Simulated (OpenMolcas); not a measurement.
## Levels of Pd2+ by method

```
Program             : OpenMolcas
Basis               : ANO-RCC-VDZP [6s5p3d1f]
Scalar Hamiltonian  : DKH2, point nucleus
Active space        : 8 electrons in 9 orbitals (RAS2 4d 5s; RAS3 5p, at most 2 electrons)
State averaging     : 2S+1 = 3 even, 60 roots; 2S+1 = 5 even, 10 roots kept (CI in the orbitals of an earlier block); 2S+1 = 1 even, 50 roots kept (CI in the orbitals of an earlier block); 2S+1 = 3 odd, 21 roots; 2S+1 = 5 odd, 22 roots kept (CI in the orbitals of an earlier block); 2S+1 = 1 odd, 9 roots kept (CI in the orbitals of an earlier block, 0 in the spin-orbit step)
Spin-orbit coupling : state interaction with AMFI integrals over the reference wave functions, term energies averaged over their components
```

Methods on the same reference wave functions:
A. RASSCF
B. SS-RASPT2, IPEA 0.25 Eh, imaginary shift 0.1 Eh (closed shells correlated: 4s 4p)
C. MS-RASPT2, IPEA 0.25 Eh, imaginary shift 0.1 Eh (closed shells correlated: 4s 4p)

Energies in cm-1 above 4d8 3F4, the measured ground level; measured values from Moore, Atomic Energy Levels, vol. III, NSRDS-NBS 35 (1971 reprint of NBS Circular 467, 1958).

| Level | A | B | C | Measured |
| --- | --- | --- | --- | --- |
| 4d8 3F4 | 0.0 | 0.0 | 0.0 | 0.0 |
| 4d8 3F3 | 3537 | 3560 | 3560 | 3230 |
| 4d8 3F2 | 5328 | 5010 | 5010 | 4687 |
| 4d8 3P1 | 17747 | 15230 | 15220 | 13470 |
| 4d8 3P0 | 18063 | 15420 | 15410 | 13699 |
| 4d8 3P2 [54 %] | 18288 | 15640 | 15630 |  |
| 4d8 1G4 | 22075 | 19380 | 19380 | 17880 |
| 4d7 5s 5F5 | 50058 | 57360 | 57360 | 52916 |
| 4d8 1S0 | 50950 | 42340 | 42340 |  |
| 4d7 5s 5F4 | 52217 | 59500 | 59500 | 55089 |
| 4d7 5s 5F3 | 53935 | 61220 | 61220 | 56742 |
| 4d7 5s 5F2 | 55102 | 62380 | 62370 | 57845 |
| 4d7 5s 5F1 | 55827 | 63090 | 63080 | 58527 |
| 4d7 5s 3F4(1) | 58531 | 64970 | 64970 |  |
| 4d7 5s 3F3(1) | 61449 | 67860 | 67860 |  |
| 4d7 5s 3F2(1) | 63228 | 69580 | 69580 |  |
| 4d7 5s 5P3 | 66335 | 71850 | 71840 | 65708 |
| 4d7 5s 5P2 | 66573 | 71890 | 71850 | 65788 |
| 4d7 5s 5P1 | 67937 | 73270 | 73270 | 67151 |
| 4d7 5s 3G5 | 68898 | 75090 | 75090 | 69986 |
| 4d7 5s 3G4 | 69862 | 76000 | 76010 | 71047 |
| 4d7 5s 3G3 | 71669 | 77820 | 77820 | 72786 |
| 4d7 5s 3P2(1) [65 %] | 72983 | 77760 | 77620 | 72745 |
| 4d7 5s 1G4 [64 %] | 74179 | 80000 | 80000 | 75403 |

Deviations, from unrounded energies. A percentage is the sum of absolute deviations over the sum of measured energies, with the sign that they share, or ± where signs differ.

| Against measurement | Levels | A | B | C |
| --- | --- | --- | --- | --- |
| mean absolute deviation (cm-1) | 18 | 1900 | 4000 | 3900 |
| fine structure of the ground term (%) | 2 | +12.0 | +8.1 | +8.2 |
| other terms of the ground configuration (%) | 3 | +28.5 | +11.1 | +11.0 |
| other configurations (%) | 13 | ±2.5 | +7.8 | +7.8 |

A lies closest to measurement on these levels and B furthest from it. The largest miss of A in the table is 4d8 3P0, by +4400 cm-1. The ranking rests on the paired levels alone, and a cruder setting can come out closer through cancelling errors.

Between B and C the level of the table that moves most is 4d7 5s 3P2(1) [65 %], by 130 cm-1 (lowest in C, highest in B). Moves below CASPT2's spread within the term are not significant.

The mean deviations of B to C differ by less than CASPT2's widest spread within a term (1500 cm-1), so their order carries little weight.

From A to B the spin-free energies of the other terms of 4d8 shown, above 3F, scale by factors of 0.82 to 0.86, as is usual when dynamic correlation screens the repulsion within a d or f shell.

The lowest spin-free term lies below A's lowest term by 0.356 hartree in B, 0.356 hartree in C.

CASPT2 does not keep the components of a term degenerate, so their means are used; among the terms shown or strongly mixed into the levels shown the widest spread is 1500 cm-1 (4d8 1G, C). Some high roots are left out of the spin-orbit mixing, which shifts the levels that they would mix with. Terms from blocks run as CI alone lack orbitals of their own. A single d shell beside an s shell can misplace configurations of different d count against each other. Without dynamic correlation excited terms often stand tens of per cent too high (terms of higher spin than the ground term too low), and those without a measured partner can miss by more than the paired ones (holds for A). The CASPT2 spread within a term exceeds the gap to the next term for 4d7 5s 3P(1) and 4d7 5s 1G, 4d7 5s 3H and 4d7 5s 3D(1), so the order of their levels is uncertain (holds for C). Measured partners are found by configuration, term and J. A level has none where our copy of the source lacks it or the pairing is in doubt (some pairs that miss far off the trend of their configuration count as doubtful), and it then counts in no deviation. Levels of configurations outside the active space are missing. Levels that lie high or do not pair safely by name in every column are left out.

A share in square brackets marks a mixed level and gives the weight of the term that names it, the lowest over the columns. A number in round brackets counts repeated terms of one configuration in the order of the reference energies.
